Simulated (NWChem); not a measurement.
GeF$_{4}$; SMILES [F][Ge]([F])([F])[F]

```xyz
5

F     -1.2727    -0.7582     0.8738
Ge     0.0000     0.0000     0.0000
F      1.0767     0.7638     1.1025
F      0.8550    -1.1831    -0.9098
F     -0.6590     1.1775    -1.0666
```
Atoms are numbered in this order, from 1.

Computed with NWChem. Pople sets run with spherical d functions. Coordinates come from a PBE-D3(BJ)/def2-SVP optimisation. Static field.

Problem. Order these by “isotropic polarisability (bohr³)”, lowest first: PBE0/def2-TZVP; PBE0/6-31G*; PBE0/aug-cc-pVDZ; PBE0/def2-SVP.

Solution. PBE0/def2-SVP (20.1), PBE0/6-31G* (21.4), PBE0/def2-TZVP (24.5), PBE0/aug-cc-pVDZ (27.5)
